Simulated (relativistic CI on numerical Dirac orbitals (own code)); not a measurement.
Electric-dipole lines of Fe VII

Calculated at this level of theory: Dirac-Coulomb-Breit CI, orbitals from a KLI potential per configuration, QED by a radiative potential, unscaled Slater integrals (own radial code, finite nucleus).

CI space (outside the closed core [Ne]): 3s2.3p6.3d2, 3s2.3p5.3d3, 3s2.3p6.3d.4s, 3s2.3p6.3d.4p, 3s.3p6.3d3, 3s2.3p6.3d.4d, 3s2.3p6.3d.5s, 3s2.3p6.3d.4f, 3s2.3p6.3d.5p, 3s2.3p6.3d.5d, 3s2.3p6.4s2, 3s2.3p6.3d.5f, 3s2.3p6.3d.6s, 3s2.3p6.3d.5g, 3s2.3p6.3d.6p, 3s2.3p5.3d2.4s, 3s2.3p6.3d.6d, 3s2.3p6.4s.4p, 3s2.3p5.3d2.4p, 3s2.3p6.4p2, 3s2.3p6.4s.4d, 3s2.3p5.3d2.4d, 3s2.3p6.4p.4d, 3s2.3p5.3d2.5s, 3s2.3p5.3d2.4f, 3s2.3p5.3d2.5p, 3p6.3d4, 3p5.3d5. Double excitations out of closed p, d and f shells are left out; levels of such configurations are missing from the list, as are those of other unlisted configurations, and high levels can miss mixing partners. These lack a partner that the ground configuration has and come out too high: 3s2.3p5.3d2.4s, 3s2.3p5.3d2.4p, 3s2.3p5.3d2.4d, 3s2.3p5.3d2.5s, 3s2.3p5.3d2.4f.

```csv
λ vac (nm),Lower,Upper,A (s⁻¹),log gf,S velocity/length
12.703,3s2.3p6.3d2 3F_3 [2],3s2.3p6.3d.5f 3G°_4 [269],1.17e+11,0.41,0.82
12.717,3s2.3p6.3d2 3F_4 [3],3s2.3p6.3d.5f 3G°_5 [271],1.50e+11,0.60,0.81
13.123,3s2.3p6.3d2 1G_4 [8],3s2.3p6.3d.5f 1H°_5 [300],1.80e+11,0.71,0.86
15.014,3s2.3p6.3d2 3F_2 [1],3s2.3p6.3d.4f 3G°_3 [164],1.41e+11,0.52,0.96
15.019,3s2.3p6.3d2 3F_3 [2],3s2.3p6.3d.4f 3G°_4 [165],1.47e+11,0.65,0.96
15.033,3s2.3p6.3d2 3F_4 [3],3s2.3p6.3d.4f 3G°_5 [166],1.78e+11,0.82,0.95
15.085,3s2.3p6.3d2 3F_2 [1],3s2.3p6.3d.4f 3F°_2 [160],1.31e+11,0.35,0.78
15.098,3s2.3p6.3d2 3F_3 [2],3s2.3p6.3d.4f 3F°_3 [161],1.11e+11,0.42,0.77
15.115,3s2.3p6.3d2 3F_4 [3],3s2.3p6.3d.4f 3F°_4 [162],1.29e+11,0.60,0.77
15.390,3s2.3p6.3d2 1D_2 [4],3s2.3p6.3d.4f 1F°_3 [168],1.65e+11,0.61,0.88
15.436,3s2.3p6.3d2 1D_2 [4],3s2.3p6.3d.4f 1D°_2 [167],1.51e+11,0.43,0.81
15.439,3s2.3p6.3d2 3P_1 [6],3s2.3p6.3d.4f 3D°_2 [170],1.76e+11,0.50,0.83
15.440,3s2.3p6.3d2 3P_2 [7],3s2.3p6.3d.4f 3D°_3 [172],1.73e+11,0.64,0.84
15.558,3s2.3p6.3d2 1G_4 [8],3s2.3p6.3d.4f 1H°_5 [176],1.68e+11,0.83,1.00
15.559,3s2.3p6.3d2 1D_2 [4],3s2.3p5.3d3 1P°_1 [159],2.82e+11,0.49,0.61
15.656,3s2.3p6.3d2 1G_4 [8],3s2.3p6.3d.4f 1G°_4 [169],3.10e+11,1.01,0.64
15.765,3s2.3p6.3d2 3F_2 [1],3s2.3p5.3d3 3D°_1 [150],3.85e+11,0.63,0.59
15.799,3s2.3p6.3d2 3F_3 [2],3s2.3p5.3d3 3D°_2 [149],3.52e+11,0.82,0.59
15.841,3s2.3p6.3d2 3F_4 [3],3s2.3p5.3d3 3D°_3 [148],3.65e+11,0.98,0.59
16.134,3s2.3p6.3d2 1G_4 [8],3s2.3p5.3d3 1F°_3 [155],3.86e+11,1.02,0.62
16.635,3s2.3p6.3d2 1G_4 [8],3s2.3p5.3d3 1G°_4 [147],1.57e+11,0.77,0.49
16.912,3s2.3p6.3d2 3F_4 [3],3s2.3p5.3d3 3F°_4 [145],2.13e+11,0.92,0.56
16.930,3s2.3p6.3d2 3F_3 [2],3s2.3p5.3d3 3F°_3 [144],1.96e+11,0.77,0.56
16.947,3s2.3p6.3d2 3F_2 [1],3s2.3p5.3d3 3F°_2 [142],2.06e+11,0.65,0.56
17.864,3s2.3p6.3d2 1D_2 [4],3s2.3p5.3d3 1F°_3 [138],7.40e+10,0.39,0.55
17.971,3s2.3p6.3d2 1D_2 [4],3s2.3p5.3d3 1D°_2 [136],1.13e+11,0.44,0.57
18.933,3s2.3p6.3d2 3F_4 [3],3s2.3p5.3d3 3G°_5 [110],6.94e+10,0.61,0.60
18.974,3s2.3p6.3d2 3F_3 [2],3s2.3p5.3d3 3G°_4 [109],6.30e+10,0.49,0.60
19.018,3s2.3p6.3d2 3F_2 [1],3s2.3p5.3d3 3G°_3 [107],5.13e+10,0.29,0.60
19.092,3s2.3p6.3d2 1G_4 [8],3s2.3p5.3d3 1H°_5 [120],4.96e+10,0.47,0.57
```

Terms are leading LS components. Brackets give the number of a level in order of energy, since labels repeat. The list gives strong lines, with weight on those to low levels, among the lowest 400 of 2143 levels, so that lines to higher ones, which can be the strongest, are missing, and without 1 line that miss the measured interval by over 7 %, start from a term whose rates miss tabulated ones by over 60 %, have gauges far apart or, lacking measured levels, span too small a gap for the errors found; lines with a level outside our table were not tested and can miss by more. Levels whose partners in the same complex of configurations lie outside the list can be far off, and so can their lines. Rates are taken at the computed energies, electric ones in the length gauge. A velocity-to-length ratio far from 1 marks an uncertain rate.

At this charge configurations can still be misplaced by up to about 7 % of their energy. Terms inside the open d or f shell come out 10 to 20 % too wide with unscaled integrals. 37 of the 65 excited levels that our extract of the measured tables holds in this range could be paired (the sources list more); they are missed by 5930 cm⁻¹ on average and 131454 at most, and levels without a partner can miss by more.

LS names give the leading component of a level, which can be under half, so a name can repeat, a term be missing and a line seem to break the LS rules.
